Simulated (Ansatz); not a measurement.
# Abstraction of Cl: AlClF2 + SiH2(CH3) → AlF2 + SiH2(CH3)Cl

Species: AlClF2 `[F][Al]([F])[Cl]`, singlet; SiH2(CH3), doublet; AlF2 `[F][Al][F]`, doublet; SiH2(CH3)Cl ((chlorosilyl)methane), singlet. A radical takes Cl: the energy is the difference in strength between the Al–Cl bond broken and the Si–Cl bond made.

Shapes, held fixed at every level: PBE0-D4/def2-TZVP. Programs: Ansatz 0.2.0. The zero-point and thermal change to 298 K, harmonic and unscaled (PBE0-D4/def2-TZVP), is +3.0 kJ/mol.

(1) Estimate ΔH(298 K) of this reaction.

Answers

(1) The highest level, CCSD(T)/CBS estimate, gives ΔH(298 K) = +18.9 kJ/mol; the levels span +11.3 to +43.8. The column of differences is taken from that level and isn't an error. No measured value is set beside it here. Open shells run unrestricted. The CBS estimate extrapolates MP2 from def2-TZVPP and def2-QZVPP and adds CCSD(T) − MP2 in the triple-zeta set, cores frozen.

```
               level                   kind  ΔH(298 K) (kJ/mol)  less CCSD(T)/CBS estimate
      MP2/def2-TZVPP    perturbation theory               +14.2                       -4.7
       HF/def2-TZVPP           Hartree–Fock               +22.7                       +3.8
   PBE-D4/def2-TZVPP                    GGA               +11.3                       -7.6
  PBE0-D4/def2-TZVPP          global hybrid               +15.0                       -3.9
   B2PLYP/def2-TZVPP          double hybrid               +17.7                       -1.2
       CCSD/def2-SVP  coupled cluster or CI               +43.8                      +24.9
  CCSD(T)/def2-TZVPP  coupled cluster or CI               +22.5                       +3.6
CCSD(T)/CBS estimate  coupled cluster or CI               +18.9                        0.0
```
